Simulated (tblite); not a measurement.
Compound: C8H13OP.
Geometry (GFN2-xTB, Å), atoms numbered from 1 in this order:
```xyz
23
C8H13OP angstrom
C     -2.0926   -0.0669   -1.3092
C     -2.2895   -0.3790    0.1630
P     -0.7560   -0.8355    1.0762
O     -1.0177   -1.1512    2.4863
C      0.1298   -2.0563    0.0615
C      1.2087   -1.4734   -0.4661
C      1.4247   -0.0684   -0.1147
C      2.6197    0.6468   -0.6536
C      0.4960    0.4425    0.7101
C      0.4084    1.8068    1.2971
H     -1.6745   -0.9253   -1.8301
H     -1.4116    0.7712   -1.4380
H     -3.0450    0.1877   -1.7705
H     -2.7073    0.4761    0.7029
H     -2.9738   -1.2204    0.3084
H     -0.1739   -3.0783   -0.0842
H      1.9184   -1.9727   -1.1101
H      2.5398    1.7189   -0.4982
H      3.5233    0.2901   -0.1582
H      2.7260    0.4511   -1.7196
H      1.3693    2.1247    1.7004
H     -0.3217    1.7991    2.1059
H      0.0946    2.5393    0.5507
```

Level: GFN2-xTB in tblite, geometry and Hessian alike; calculated harmonic values, unscaled, isolated species. This tight-binding method is rough: wavenumbers can miss measured ones by several per cent, in bad cases by 10 to 20. One conformer, not necessarily the lowest.

Harmonic wavenumbers (cm⁻¹): 36.2, 61.2, 65.9, 90.4, 109.0, 161.3, 183.9, 210.9, 238.5, 262.5, 294.2, 320.6, 390.5, 443.4, 462.7, 511.8, 580.6, 631.6, 713.8, 735.9, 762.0, 805.7, 863.5, 893.0, 962.4, 985.6, 1002.0, 1014.4, 1026.6, 1052.0, 1086.6, 1108.3, 1190.6, 1203.0, 1216.1, 1235.2, 1274.2, 1310.9, 1395.4, 1397.7, 1408.1, 1435.4, 1467.2, 1471.6, 1478.5, 1485.9, 1492.5, 1497.7, 1577.7, 1673.8, 2933.1, 2945.4, 2973.0, 2998.2, 3008.1, 3016.4, 3020.2, 3024.9, 3034.4, 3041.6, 3055.5, 3069.7, 3106.8.

A = 1510, B = 954.6, C = 921.7 MHz; mass 156.070 u (most abundant isotopes); point group C1, symmetry number 1.

Q: Zero-point energy?

A: ½Σν̃ = 41253 cm⁻¹ = 117.95 kcal/mol.

Q: Entropy at 500 K, 1 bar (ideal gas, RRHO, classical rotation)?

A: Translation 43.64, rotation 31.41, vibration 65.90: S = 141.0 cal/(mol K).

Q: And Cp and H(500 K) − H(0)?

A: Cp = 68.26 cal/(mol K), of which vibrations give 60.31 (their classical limit is 63 R = 125.2); H(500 K) − H(0) = 20.18 kcal/mol without the zero-point energy, 16.21 from vibrations.

Q: Which modes carry the vibrational entropy at 500 K?

A: 36.2 cm⁻¹: 6.48; 61.2 cm⁻¹: 5.44; 65.9 cm⁻¹: 5.29; 90.4 cm⁻¹: 4.67; 109.0 cm⁻¹: 4.30; 161.3 cm⁻¹: 3.53 cal/(mol K); the other 57 give 36.19 together.

Q: Blend soft modes into free rotors: weight 1/[1 + (100 cm⁻¹/ν̃)⁴] for the oscillator and the rest for a rotor with moment μB/(μ + B), μ = h/(8π²ν), B = 10⁻⁴⁴ kg m². What vibrational entropy results?

A: 59.88 cal/(mol K) in place of 65.90, which changes −T·S at 500 K by +3.01 kcal/mol.

Hindered rotation and anharmonicity are outside this model. Other conformers, if any are populated, would add a mixing term that is left out. The structure is chiral; the term R ln 2 for an equal mix with its mirror image is left out.
